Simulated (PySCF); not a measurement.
**Deuteron quadrupole couplings in `O[SiH](O)[SeH]`**

H4O2SeSi.
Geometry (PBE0-D3(BJ)/def2-SVP, Å), atoms numbered from 1 in this order:
```
atom  x, y, z in Å
O1    -0.7264    1.5678    0.2747
Si2   -0.1790    0.0201    0.4087
O3    -1.3070   -0.9909   -0.2611
Se4    1.7507   -0.3746   -0.7531
H5    -0.8375    1.9073   -0.6193
H6     0.0454   -0.1893    1.8588
H7    -1.0616   -1.9147   -0.3686
H8     2.5813    0.2621    0.2816
```

Level: PBE0/pcSseg-1 (PySCF, non-relativistic); Q(2H) = 0.00286 b; rigid geometry, the same for H and D, with no vibrational averaging.

Problem. Rank these positions by the coupling χzz of a deuteron there, largest first.
A. H7 (hydroxyl hydrogen)
B. H6 (Si–H hydrogen)
C. H8 (hydrogen on selenium)

Solution. A (324 kHz), C (129 kHz), B (95 kHz).

Problem. Give the electric field gradient Vzz (the principal value of largest size), its asymmetry and the 2H coupling at each hydrogen.

Solution. 
```json
{"atom": "H5", "bonded to": "O1", "bond length (Å)": "0.963", "Vzz (au)": "0.4785", "η": "0.07", "χzz (kHz)": "322"}
{"atom": "H6", "bonded to": "Si2", "bond length (Å)": "1.482", "Vzz (au)": "0.1413", "η": "0.01", "χzz (kHz)": "95"}
{"atom": "H7", "bonded to": "O3", "bond length (Å)": "0.962", "Vzz (au)": "0.4816", "η": "0.07", "χzz (kHz)": "324"}
{"atom": "H8", "bonded to": "Se4", "bond length (Å)": "1.472", "Vzz (au)": "0.1915", "η": "0.13", "χzz (kHz)": "129"}
```

Problem. Average by the element that carries the hydrogen.

Solution. on O: 323 kHz over 2 positions, mean bond length 0.962 Å; on Si: 95 kHz over 1 position, mean bond length 1.482 Å; on Se: 129 kHz over 1 position, mean bond length 1.472 Å.

The structure is a single PBE0-D3(BJ)/def2-SVP conformer in the gas phase; no vibrational or solvent corrections. The calculation is non-relativistic, for selenium too. The basis is small and wasn't made for field gradients, so the couplings can be 20 % off.
